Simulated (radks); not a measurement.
The numbers below are computed, except where a source is named.
Valence configurations of the thallium ion Tl2+ (all share [Xe]). Level of theory: Dirac Kohn-Sham, BLYP, spin-unpolarised, spherical densities, finite nucleus; open shells fill j = l - 1/2 first; Fermi nuclear charge, rms radius 5.4759 fm (a radial shooting solver on a logarithmic mesh with Libxc functionals). Energies are relative to 4f14 5d10 6s1; eigenvalues in eV.

valence	E (eV)	e(4f5/2)	e(4f7/2)	e(5d3/2)	e(5d5/2)	e(6p1/2)
4f14 5d10 6s1	0.000	-133.99	-129.39	-34.340	-32.086	-
4f14 5d9 6s2	7.418	-138.15	-133.55	-37.305	-34.952	-
4f13 5d10 6s2	111.61	-151.22	-146.49	-39.159	-36.635	-
4f12 5d10 6s1 6p2	256.97	-171.71	-166.83	-46.548	-43.719	-21.137
4f12 5d10 6s0.5 6p2.5	262.82	-172.65	-167.78	-47.419	-44.580	-21.610
4f14 5d9 6s1 6p1	15.675	-139.42	-134.81	-38.449	-36.079	-19.188
4f14 5d10 6s0.5 6p0.5	3.924	-134.64	-130.04	-34.931	-32.669	-17.942
4f13 5d10 6s1 6p1	120.00	-152.49	-147.76	-40.321	-37.781	-19.395
4f11.5 5d10 6s1 6p2.5	333.39	-181.91	-176.97	-50.077	-47.099	-22.189
4f14 5d10 6p1	7.884	-135.27	-130.67	-35.512	-33.242	-18.258

NIST lists [Xe] 4f14 5d10 6s1 as the ground configuration; this level of theory agrees among the configurations tried. The energies are those of spherical spin-averaged densities, not of single terms.
